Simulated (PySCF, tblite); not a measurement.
Isomers of C7H17NSi. Calculated harmonic vibrations of the isolated species, GFN2-xTB (tblite), most abundant isotopes, no scaling. This tight-binding method is rough: wavenumbers can miss measured ones by several per cent, in bad cases by 10 to 20. Modes of hydrogen on silicon can be 10 to 20 % off. One conformer each.

Electronic energies: PBE0/pcSseg-1 single points on the GFN2-xTB geometries (PySCF, gas phase).

```csv
SMILES,"electronic energy, lowest = 0 (kJ/mol)"
C/C=C(/C)CC[SiH2]NC,83.2
C=CC[C@@](C)(NC)[SiH2]C,170.6
CN[SiH2][C@@H]1CCC[C@H]1C,23.8
CC(C)(C)[C@@H]1CC[SiH2]N1,0.0
CC[C@H]1C[Si@H](N(C)C)C1,87.3
C=C(C)[C@@](C)(NC)[SiH2]C,155.3
CC(C)(C)[C@H]1CN[SiH2]C1,10.2
C=C(C)[C@@H](C)[SiH2]NCC,77.4
```

Q: How do GFN2-xTB zero-point energies change the relative energies?

A: 
```
                   SMILES  ZPE (kJ/mol)  of it from modes above 1550 cm⁻¹  electronic (kJ/mol)  with ZPE, lowest = 0 (kJ/mol)  lowest mode (cm⁻¹)  rings
CC(C)(C)[C@@H]1CC[SiH2]N1         594.7                             299.1                  0.0                            0.0                  53      1
 CC(C)(C)[C@H]1CN[SiH2]C1         595.1                             298.8                 10.2                           10.5                  36      1
CN[SiH2][C@@H]1CCC[C@H]1C         595.8                             296.4                 23.8                           24.8                  42      1
 C=C(C)[C@@H](C)[SiH2]NCC         585.1                             309.3                 77.4                           67.7                  31      0
      C/C=C(/C)CC[SiH2]NC         584.1                             308.1                 83.2                           72.6                  24      0
 CC[C@H]1C[Si@H](N(C)C)C1         597.0                             298.6                 87.3                           89.5                  39      1
C=C(C)[C@@](C)(NC)[SiH2]C         582.4                             310.4                155.3                          143.0                  53      0
  C=CC[C@@](C)(NC)[SiH2]C         581.7                             309.5                170.6                          157.6                  56      0
```

The zero-point energies span 15.3 kJ/mol, from `C=CC[C@@](C)(NC)[SiH2]C` to `CC[C@H]1C[Si@H](N(C)C)C1`. The order is unchanged.

Q: And how do the electronic energies of GFN2-xTB itself compare?

A: `CC(C)(C)[C@@H]1CC[SiH2]N1` 0.0; `CC(C)(C)[C@H]1CN[SiH2]C1` 8.3; `CN[SiH2][C@@H]1CCC[C@H]1C` 12.8; `C=C(C)[C@@H](C)[SiH2]NCC` 105.9; `C/C=C(/C)CC[SiH2]NC` 114.8; `CC[C@H]1C[Si@H](N(C)C)C1` 102.5; `C=C(C)[C@@](C)(NC)[SiH2]C` 213.4; `C=CC[C@@](C)(NC)[SiH2]C` 230.6 kJ/mol, lowest = 0. Against the energies above, taken from the same isomer `CC(C)(C)[C@@H]1CC[SiH2]N1`, the largest difference is 60.0 kJ/mol.

Q: What do entropy and thermal enthalpy add at 298.15 K and 1 bar (rigid rotor, harmonic oscillator, one conformer each)?

A: 
| SMILES | point group | symmetry number | S (J/(mol K)) | H − H(0) (kJ/mol) | ZPE + H − H(0) − TS (kJ/mol) |
| --- | --- | --- | --- | --- | --- |
| CC(C)(C)[C@@H]1CC[SiH2]N1 | C1 | 1 | 429.4 | 32.77 | 499.5 |
| CC(C)(C)[C@H]1CN[SiH2]C1 | C1 | 1 | 432.0 | 32.78 | 499.0 |
| CN[SiH2][C@@H]1CCC[C@H]1C | C1 | 1 | 453.7 | 33.95 | 494.5 |
| C=C(C)[C@@H](C)[SiH2]NCC | C1 | 1 | 481.7 | 37.51 | 479.0 |
| CC[C@H]1C[Si@H](N(C)C)C1 | C1 | 1 | 455.8 | 34.66 | 495.8 |
| C=C(C)[C@@](C)(NC)[SiH2]C | C1 | 1 | 464.4 | 37.20 | 481.1 |
| C=CC[C@@](C)(NC)[SiH2]C | C1 | 1 | 471.0 | 37.59 | 478.9 |

Not tabulated: `C/C=C(/C)CC[SiH2]NC` (lowest mode only 24 cm⁻¹).
